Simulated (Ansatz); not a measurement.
`[Cl][SnH2][GeH3]` + `N#CO[SiH3]` → `N#[C][SnH2][Cl]` + `[SiH3][O][GeH3]`  (redistribution)

Isolated molecules relaxed with PBE0-D4/def2-TZVP in Ansatz; ΔE leaves out vibrations. CCSD(T)/CBS adds triple-zeta CCSD(T) − MP2 to the extrapolated MP2 energy (def2 sets, frozen cores). DFT in def2-TZVPP. def2 core potentials past Kr. For Ge, Sn outer-core shells are correlated without core-valence functions, which leaves a few kJ/mol of doubt a bond. Scalar relativity is left out up to krypton.

`[Cl][SnH2][GeH3]`:

```xyz
8

Cl    2.693    0.725    0.489
Sn    0.627   -0.237    1.040
Ge   -0.883    0.146   -1.035
H     0.976   -1.872    1.381
H     0.122    0.574    2.454
H    -1.016    1.653   -1.288
H    -2.276   -0.456   -0.788
H    -0.243   -0.533   -2.253
```

`N#CO[SiH3]`:

Cartesian coordinates in Å:
```
N 1.560 0.682 -2.139
C 0.845 0.080 -1.460
O 0.054 -0.608 -0.730
Si -0.504 -0.119 0.796
H -1.359 -1.243 1.221
H 0.666 0.068 1.680
H -1.263 1.139 0.631
```

`N#[C][SnH2][Cl]`:

```xyz
6

N    -2.417   -0.508    0.952
C    -1.383   -0.268    0.503
Sn    0.484    0.196   -0.354
Cl    2.052   -0.674    1.105
H     0.653    1.879   -0.378
H     0.611   -0.625   -1.827
```

`[SiH3][O][GeH3]`:

```xyz
9

Si    0.235   -0.467   -1.461
O    -0.641    0.168   -0.239
Ge   -0.332    0.505    1.477
H     1.452    0.351   -1.728
H    -0.616   -0.492   -2.676
H     0.678   -1.852   -1.139
H    -1.635    1.100    2.020
H     0.833    1.505    1.571
H     0.026   -0.818    2.174
```

```csv
level,ΔE (kJ/mol),difference from CCSD(T)/CBS
PBE-D4,-51.0,39.7
B97M-V,-84.4,6.3
LC-ωPBE,-76.3,14.4
RPA@PBE/def2-TZVPP,-101.0,-10.3
MP2/def2-SVP,-86.6,4.1
CCSD(T)/def2-SVP,-80.2,10.5
MP2/def2-TZVPP,-99.6,-8.9
CCSD/def2-TZVPP,-97.9,-7.2
HF/def2-QZVPP,-104.6,-13.9
MP2/def2-QZVPP,-96.4,-5.7
CCSD(T)/CBS,-90.7,0
```

Largest T1 diagnostic among the species: 0.014.

In def2-TZVPP, CCSD(T) changes the Hartree–Fock value by +5.9 kJ/mol (the triples alone add +0.6 kJ/mol) and MP2 by +3.5 kJ/mol. At CCSD(T), def2-SVP lies +10.5 kJ/mol from the extrapolated value and def2-TZVPP −6.6 kJ/mol. From BLYP to BHLYP (50 % exact exchange), in def2-TZVPP and without D4, ΔE moves by −17.3 kJ/mol.
